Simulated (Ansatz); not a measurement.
Cost and result for the atomization energy of C₂H₇AlO₂, SMILES `C[O][AlH][O]C` (12 atoms, 11 bonds).

Cartesian coordinates in Å:
```
C 1.9796 -0.0828 -0.6363
O 0.8519 0.0958 -1.4345
Al -0.8181 0.2226 -1.3162
O -1.6609 0.1238 0.1324
C -1.4452 -0.0626 1.4960
H 2.4904 -1.0141 -0.9037
H 1.7400 -0.1256 0.4333
H 2.6848 0.7409 -0.7897
H -1.6358 0.4452 -2.6315
H -2.0224 -0.9211 1.8556
H -1.7739 0.8193 2.0564
H -0.3904 -0.2414 1.7382
```

Charge 0, multiplicity 1. Geometry: relaxed with PBE0-D4/def2-TZVP. It is one conformer, not always the lowest. Program: Ansatz. All runs use 4 threads of an Arm Neoverse V2 on a shared host. Times are those of one run each, without the atoms' runs, and a repeat can differ threefold. Electronic energies, without spin–orbit coupling; frozen cores. CCSD(T)/CBS adds CCSD(T) − MP2 in def2-TZVPP to the MP2 limit, and its time is that of the two runs behind it. T1 = 0.012.

CCSD(T)/CBS is a level of theory with its own doubt, some kJ/mol a heavy atom from the limit and from the frozen cores, so smaller differences don't rank the functionals.

```tsv
level	functions	wall time	atomization (kcal/mol)	difference from CCSD(T)/CBS	per bond
revPBE-D4/def2-TZVPP	264	1.6 s	1063.9	-15.9	-1.4
BLYP-D4/def2-TZVPP	264	1.6 s	1075.9	-3.9	-0.4
PBE-D4/def2-TZVPP (with forces)	264	2 s	1091.2	11.4	1.0
BHLYP-D4/def2-TZVPP	264	2.1 s	1045.3	-34.5	-3.1
PBE0-D4/def2-TZVPP	264	2.4 s	1071.3	-8.5	-0.8
CAM-B3LYP-D4/def2-TZVPP	264	2.5 s	1084.5	4.7	0.4
r2SCANh-D4/def2-TZVPP	264	4 s	1072.1	-7.7	-0.7
CCSD(T)/def2-SVP	109	4 s	1022.9	-56.9	-5.2
r2SCAN-D4/def2-TZVPP (with forces)	264	4.1 s	1079.5	-0.3	0.0
ωB97M-V/def2-TZVPP (with forces)	264	8.5 s	1079.8	0.0	0.0
MP2/def2-QZVPP	508	17 s	1087.4	7.6	0.7
CCSD(T)/def2-TZVPP	264	2.2 min	1052.4	-27.4	-2.5
CCSD(T)/CBS(def2)	–	2.4 min	1079.8	0.0	0.0
```

From r2SCAN to r2SCAN0 (25 % exact exchange), in def2-TZVPP and without D4, the atomization energy moves by −18.2 kcal/mol: exact exchange takes away binding that semilocal exchange gives to molecules. In def2-TZVPP, CCSD(T) changes the Hartree–Fock value by +263.5 kcal/mol (the triples alone add +14.0 kcal/mol) and MP2 by +282.1 kcal/mol; breaking electron pairs costs correlation energy, which Hartree–Fock lacks. At CCSD(T), def2-SVP lies −57.0 kcal/mol from the extrapolated value and def2-TZVPP −27.4 kcal/mol: correlation converges slowly with the basis, and small sets miss more of it in the bonded molecule than in its fragments.
